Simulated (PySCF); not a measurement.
These are PySCF 2.14.0 with PBE-D3(BJ)/def2-TZVP // B3LYP-D3(BJ)/def2-TZVP values and carry that method's errors. Isolated molecules, 0 K electronic values unless said otherwise. Excitations are Tamm–Dancoff values on a coarser integration grid. The basis has no diffuse functions, so Rydberg states are missing or too high.

Reference species (SMILES): `ClC1=CC1` (neutral, multiplicity 1).

```json
{
  "LUMO": "-1.10 eV",
  "S1 oscillator strength": "0.000",
  "T1 excitation (TDA)": "4.13 eV"
}
```

Changed species: `C(=CCl)=C`.

**Question.** Give the shifts of the LUMO, S1 oscillator strength and T1 excitation (TDA).

**Answer.** the LUMO falls by 0.74 eV, to -1.84 eV; the S1 oscillator strength is nearly the same; the T1 excitation (TDA) falls by 0.03 eV, to 4.10 eV.
